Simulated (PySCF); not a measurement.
SMILES CC(C)[SiH2][SiH2]O[SiH3] (C₃H₁₄OSi₃), singlet (GFN2-xTB optimised geometry):

```
21

C      1.372     0.952     0.000
C     -0.154     0.952     0.000
C     -0.678     2.384     0.000
Si    -0.846    -0.044     1.482
Si     0.001    -2.186     1.469
O     -0.838    -3.050     2.558
Si    -1.910    -3.630     3.615
H      1.752     1.422     0.906
H      1.760     1.509    -0.854
H      1.764    -0.063    -0.050
H     -0.486     0.478    -0.931
H     -0.359     2.905     0.900
H     -1.764     2.397    -0.033
H     -0.303     2.937    -0.861
H     -0.512     0.724     2.699
H     -2.318     0.037     1.395
H      1.394    -2.343     1.910
H     -0.146    -2.937     0.213
H     -1.932    -2.708     4.750
H     -1.426    -4.957     3.985
H     -3.205    -3.683     2.940
```

Calculation: CAM-B3LYP/def2-SVP in PySCF.

Task: What are the frontier orbital energies and the dipole moment?

Result: HOMO-2 -9.76 eV, HOMO-1 -9.66 eV, HOMO -8.82 eV, LUMO 0.73 eV, LUMO+1 1.67 eV; dipole moment 0.79 D.

On the same geometry PBE/def2-SVP in PySCF gives HOMO-2 -7.09 eV, HOMO-1 -6.83 eV, HOMO -6.28 eV, LUMO -1.22 eV, LUMO+1 -0.32 eV; dipole moment 0.89 D.

Meta-Löwdin charges at CAM-B3LYP/def2-SVP: C1 -0.28, C2 -0.25, C3 -0.28, Si4 0.36, Si5 0.67, O6 -0.82, Si7 0.79, H8 0.09, H9 0.09, H10 0.09, H11 0.09, H12 0.09, H13 0.09, H14 0.09, H15 -0.10, H16 -0.10, H17 -0.12, H18 -0.12, H19 -0.13, H20 -0.13, H21 -0.13.
